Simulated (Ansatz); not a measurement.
Dimethylphenylsulfonium chloride (C₈H₁₁ClS). Total charge 0; triplet. Geometry r2SCAN-D4/def2-SVP, that of the neutral singlet; atoms count from 1.

```xyz
21

C    -0.394    1.638   -1.735
S    -0.672   -0.137   -1.491
C    -2.308   -0.209   -0.714
C     0.335   -0.313    0.073
C     1.306   -1.318    0.015
C     2.133   -1.554    1.118
C     1.988   -0.787    2.276
C     1.014    0.218    2.332
C     0.186    0.458    1.233
H     0.638    1.734   -2.101
H    -1.111    1.923   -2.517
H    -0.520    2.179   -0.788
H    -3.006    0.030   -1.529
H    -2.437   -1.245   -0.372
H    -2.360    0.487    0.134
H     1.411   -1.915   -0.897
H     2.892   -2.340    1.069
H     2.634   -0.969    3.139
H     0.899    0.819    3.239
H    -0.569    1.249    1.298
Cl   -2.061    0.055   -3.782
```

At PBE0-D4/def2-TZVP a singlet of charge 0 lies 4.04 eV below the triplet at the same geometry.

Q: Estimate the Mulliken populations from the PBE0/def2-TZVP orbitals of Ansatz.

A: 
| atom | charge (e) | spin (α − β) |
| --- | --- | --- |
| C1 | -0.35 | 0.02 |
| S2 | 0.27 | 0.02 |
| C3 | -0.35 | 0.02 |
| C4 | 0.12 | 0.49 |
| C5 | -0.16 | -0.19 |
| C6 | -0.12 | 0.54 |
| C7 | -0.13 | 0.55 |
| C8 | -0.14 | -0.22 |
| C9 | -0.26 | 0.62 |
| H10 | 0.16 | 0.00 |
| H11 | 0.19 | 0.00 |
| H12 | 0.14 | 0.00 |
| H13 | 0.19 | 0.00 |
| H14 | 0.16 | 0.00 |
| H15 | 0.14 | 0.00 |
| H16 | 0.14 | 0.01 |
| H17 | 0.14 | -0.03 |
| H18 | 0.13 | -0.04 |
| H19 | 0.12 | 0.01 |
| H20 | 0.13 | -0.04 |
| Cl21 | -0.54 | 0.22 |
Mulliken values depend strongly on the basis.

Q: Where does the spin sit?

A: Summed by element: C 1.84, S 0.02, H -0.09, Cl 0.22, of 2 unpaired in all. Largest on single atoms: C9 0.62, C7 0.55, C6 0.54.

Q: And the Mayer bond orders between heavy atoms (over 0.3)?

A: C1–S2 0.98 (1.81 Å); S2–C3 0.98 (1.81 Å); S2–C4 0.92 (1.87 Å); C4–C5 1.36 (1.40 Å); C4–C9 0.97 (1.40 Å); C5–C6 1.47 (1.40 Å); C6–C7 1.01 (1.40 Å); C7–C8 1.47 (1.40 Å); C8–C9 1.46 (1.40 Å).
